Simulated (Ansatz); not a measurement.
Two structures of ZnH2BrCl, closed shell, reached by relaxing down either side of one saddle point (PBE0-D4/def2-TZVP). Energies are electronic, without zero-point energy. Computed with Ansatz 0.2.0 (basis: def2-TZVPP and def2-QZVPP); correlated methods freeze the cores. The 3s and 3p shells of Cu and Zn are frozen; filled d shells are correlated. The def2 sets are not built for correlating such inner shells, so the correlated values are less sure here. Extrapolation: Hartree–Fock as exp(−7.88 √X), correlation as X^−2.97. First:

```
5
angstrom
Zn -0.6493 -0.7568 -0.3692
Br 0.8353 -1.4002 -1.8968
Cl -2.1293 -0.2495 1.0198
H 1.2384 1.1142 0.3752
H 0.7049 1.2922 0.8710
```

Second:

```xyz
5
angstrom
Zn -0.7115 0.4399 0.8636
Br 0.7748 -0.9242 -1.3852
Cl -2.3971 -0.8199 0.6094
H 1.9705 -0.1542 -1.3284
H 0.3634 1.4583 1.2406
```

(1) Which bonds change from the first to the second?

(2) Give the saddle point's structure and its height above each. (An estimate is asked for; the value comes from the calculation.)

No T1 diagnostic of these runs exceeds 0.012.

Results:

(1) ZnBrCl + H₂ → ZnHCl ([Cl][ZnH]) + HBr; bonds formed: Zn1–H5, Br2–H4; bonds broken: Zn1–Br2, H4–H5.

(2) By the calculation: 167.2 kJ/mol above the first and 53.3 kJ/mol above the second (CCSD(T) at an estimated basis limit (MP2 extrapolated from triple and quadruple zeta, plus CCSD(T) − MP2 in triple zeta)).
Zn1  (-0.543, 0.068, 0.391)
Br2  (1.083, -0.836, -1.481)
Cl3  (-2.472, -0.603, 0.871)
H4  (1.146, 0.353, -0.331)
H5  (0.787, 1.019, 0.550)
(Å)

Labels in which every atom is bracketed show which atoms are joined, not bond orders.

For scale, one of the runs: CCSD(T)/def2-TZVPP, 182 basis functions, launched by `ansatz run in.yaml --threads 4 --pin off --events-out ev --progress --plain --max-ram 9574MiB`. Hardware: 4 CPU threads of an Arm Neoverse V2, shared host. Wall time 40 s; peak host memory 1.7 GiB.
